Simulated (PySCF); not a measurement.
**Electronic structure of Hg²⁺ (mercury, charge +2) at the UHF level**

Configuration: [Xe] 4f14 5d10, closed-shell 1S. Calculation: PySCF 2.14, in x2c-TZVPPall with one added diffuse shell each of s, p, d, f type (12s8p8d4f1g, 113 functions); scalar relativity by spin-free X2C-1e.

| Property | Result |
| --- | --- |
| Total energy | -19618.965834 hartree |
| One-electron energy | -26835.9688 hartree |
| Hartree (Coulomb) energy | 7589.1328 hartree |
| Exchange energy | -372.1299 hartree |
| ⟨S²⟩ | 0.0000 |
| ⟨L²⟩ | 0.000 |
| Sum of ⟨r⟩ | 40.58 bohr |
| Sum of ⟨r²⟩ | 41.58 bohr² |
| Langevin diamagnetic susceptibility | -32.9 ×10⁻⁶ cm³/mol |

```
shell  electrons  mean orbital energy (eV)  rms radius, mean of both spins (bohr)
   1s          2                  -83577.8                                 0.0187
   2s          2                  -14980.7                                 0.0755
   2p          6                  -12977.0                                 0.0694
   3s          2                   -3639.5                                  0.193
   3p          6                   -3048.9                                  0.195
   3d         10                   -2397.2                                  0.179
   4s          2                   -852.67                                  0.424
   4p          6                   -654.90                                  0.452
   4d         10                   -409.72                                  0.481
   5s          2                   -157.51                                  0.972
   4f         14                   -138.52                                  0.527
   5p          6                   -101.98                                   1.11
   5d         10                   -35.244                                   1.54
```

Spin-orbit coupling, which splits the p, d and f shells strongly at this Z, is absent.

Densities and radii are taken from the X2C orbitals without a picture-change correction, which distorts them close to the nucleus.
